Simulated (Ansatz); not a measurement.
A further run on Li14.

```yaml
crystal:
  periodic: [false, false, false]
  atoms:
    - {symbol: Li, position_ang: [-2.976837, 0.134959, 1.404485]}
    - {symbol: Li, position_ang: [-0.039662, 0.757512, 0.904214]}
    - {symbol: Li, position_ang: [0.528174, 1.116814, -1.709073]}
    - {symbol: Li, position_ang: [3.987811, -2.315343, 0.004399]}
    - {symbol: Li, position_ang: [-1.792475, -0.704030, -1.037281]}
    - {symbol: Li, position_ang: [1.076165, 3.423556, 0.195912]}
    - {symbol: Li, position_ang: [-1.908920, 2.435022, -0.562994]}
    - {symbol: Li, position_ang: [1.827368, -1.374944, 1.930884]}
    - {symbol: Li, position_ang: [-1.026732, -2.168949, 1.295829]}
    - {symbol: Li, position_ang: [-3.818669, -2.662149, 0.151994]}
    - {symbol: Li, position_ang: [1.433241, -4.123710, 0.810080]}
    - {symbol: Li, position_ang: [-1.076111, -3.636155, -1.137816]}
    - {symbol: Li, position_ang: [1.168072, -1.638041, -0.673595]}
    - {symbol: Li, position_ang: [2.909775, 0.741659, 0.096063]}
basis:
  gaussian: {orbitals: def2-SVPD}
magnetization: {spin_polarized: false, initial_magnetization: 2}
hamiltonian: {xc: {name: SVWN5}}
scf: {lower_state_search: full}
output: {forces: true}
```

```sh
$ ansatz run in.yaml --threads 4 --pin off --events-out ev --progress --plain --max-ram 3916MiB
```

Shortened log:

```
Functional definition: SVWN5
2086 factors; their error is unknown
mean field evaluation 1: about -2787.7139 eV, gradient 4.8e1 eV
mean field evaluation 2: about -2717.1945 eV, gradient 6.3e1 eV
mean field evaluation 4: about -2760.7844 eV, gradient 6.0e1 eV
mean field evaluation 8: about -2808.9143 eV, gradient 1.4e1 eV
mean field evaluation 16: about -2811.3133 eV, gradient 2.4e0 eV
mean field evaluation 32: about -2811.2438 eV, gradient 2.1e-5 eV
mean field evaluation 64: about -2810.4417 eV, gradient 4.2e0 eV
mean field evaluation 96: about -2810.9687 eV, gradient 3.2e-1 eV
mean field evaluation 128: about -2811.1240 eV, gradient 6.5e-1 eV
mean field evaluation 160: about -2811.2088 eV, gradient 4.9e-1 eV
mean field evaluation 192: about -2800.5962 eV, gradient 1.2e1 eV
mean field evaluation 224: about -2810.7791 eV, gradient 2.7e0 eV
mean field evaluation 256: about -2811.2354 eV, gradient 5.6e-1 eV
mean field evaluation 288: about -2811.0604 eV, gradient 2.0e-1 eV
mean field evaluation 320: about -2811.2044 eV, gradient 6.4e-2 eV
mean field evaluation 352: about -2811.2364 eV, gradient 1.6e-1 eV
mean field -2811.24395189 eV, -103.3113097023 hartree, gradient 1.7e-6 eV, S^2 2.000000; 21 other end points of the search recorded, 0 dependent functions left out
reference -2811.24401887 eV, -103.3113121637 hartree; 22, 20 occupied and 146, 148 virtual orbitals, 2086 factors
Total energy: -2811.24401887 eV, -103.3113121637 hartree
Atom 0 at    -2.976837     0.134959     1.404485 Å, force     0.012618     0.033091     0.063056 eV/Å
Atom 1 at    -0.039662     0.757512     0.904214 Å, force    -0.035045     0.015820    -0.044775 eV/Å
Atom 2 at     0.528174     1.116814    -1.709073 Å, force     0.005257    -0.003943    -0.017770 eV/Å
Atom 3 at     3.987811    -2.315343     0.004399 Å, force    -0.219598     0.027962     0.056359 eV/Å
Atom 4 at    -1.792475    -0.704030    -1.037281 Å, force     0.002315     0.006624     0.063325 eV/Å
Atom 5 at     1.076165     3.423556     0.195912 Å, force    -0.048765    -0.052691    -0.038191 eV/Å
Atom 6 at    -1.908920     2.435022    -0.562994 Å, force     0.055361    -0.062885     0.026695 eV/Å
Atom 7 at     1.827368    -1.374944     1.930884 Å, force     0.112199    -0.015258     0.125798 eV/Å
Atom 8 at    -1.026732    -2.168949     1.295829 Å, force    -0.021052     0.048264    -0.085898 eV/Å
Atom 9 at    -3.818669    -2.662149     0.151994 Å, force     0.089162     0.017475    -0.008505 eV/Å
Atom 10 at     1.433241    -4.123710     0.810080 Å, force    -0.001711     0.027035    -0.052626 eV/Å
Atom 11 at    -1.076111    -3.636155    -1.137816 Å, force     0.053710     0.011833    -0.029929 eV/Å
Atom 12 at     1.168072    -1.638041    -0.673595 Å, force     0.022779    -0.043375    -0.052615 eV/Å
Atom 13 at     2.909775     0.741659     0.096063 Å, force    -0.027229    -0.009952    -0.004923 eV/Å
Dipole moment:     0.004603     0.052853    -0.004949 e Å
```

Hardware: 4 threads of Arm Neoverse V1 on a shared host. Wall time 89 s, peak host memory 0.76 GiB.

With spin_polarized false and unpaired electrons the run is restricted open-shell.
